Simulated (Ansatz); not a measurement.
`C[BH][GaH2]` + `[SiH3]S` → `CBS[SiH3]` + `[GaH3]`  (cleavage of the B–Ga bond)

Isolated molecules relaxed with PBE0-D4/def2-TZVP in Ansatz; ΔE leaves out vibrations. CBS: MP2 limit from def2 TZ/QZ plus the TZ coupled-cluster correction, frozen cores. For Ga outer-core shells are correlated without core-valence functions, which leaves a few kJ/mol of doubt a bond. Scalar relativity is left out up to krypton. One conformer a species, not always the lowest.

`C[BH][GaH2]`:

Z-matrix (Å, degrees):
```
C
B 1 1.556
H 1 1.104 2 103.4
H 1 1.094 2 113.6 3 113.2
H 1 1.091 2 117.2 3 -117.0
Ga 2 2.078 1 126.0 3 99.5
H 2 1.205 1 116.3 3 -77.0
H 6 1.579 2 122.9 1 -86.4
H 6 1.579 2 122.6 1 94.6
```

`[SiH3]S`:

Cartesian coordinates in Å:
```
Si 0.296 -0.418 0.125
S -1.502 0.684 -0.216
H 1.130 -0.499 -1.101
H -0.157 -1.773 0.519
H 1.107 0.181 1.215
H -0.873 1.825 -0.543
```

`CBS[SiH3]`:

```xyz
11

C    -1.458    1.677   -0.069
B    -0.411    0.533   -0.203
S     0.052   -0.455    1.220
Si    1.474   -1.765    0.282
H    -1.009    2.622   -0.398
H    -1.866    1.814    0.933
H    -2.286    1.496   -0.764
H     0.103    0.292   -1.259
H     0.822   -2.546   -0.797
H     1.976   -2.685    1.333
H     2.603   -0.983   -0.279
```

`[GaH3]`:

```xyz
4

Ga    0.000    0.000    0.000
H    -1.086    0.736    0.860
H     0.731   -1.263    0.574
H     0.355    0.527   -1.434
```

| species | CCSD(T)/CBS(def2) energy (Eh) |
| --- | --- |
| `C[BH][GaH2]` | -1990.35208 |
| `[SiH3]S` | -689.27336 |
| `CBS[SiH3]` | -753.96029 |
| `[GaH3]` | -1925.70545 |

(1) Work out ΔE.

Largest T1 diagnostic among the species: 0.013.

Results:

(1) ΔE = (-753.96029) + (-1925.70545) − (-1990.35208) − (-689.27336) = -0.04030 Eh = -25.3 kcal/mol.

Leaving LDA and LC-ωPBE aside and taking each functional with its dispersion term where it has one, the values, not all of them listed here, spread over 2.6 kcal/mol, from B97M-V to BLYP-D4. LDA lies −1.6 kcal/mol from PBE without D4. At CCSD(T), def2-SVP lies −4.0 kcal/mol from the extrapolated value and def2-TZVPP −0.7 kcal/mol. From BLYP to BHLYP (50 % exact exchange), in def2-TZVPP and without D4, ΔE moves by −1.7 kcal/mol.
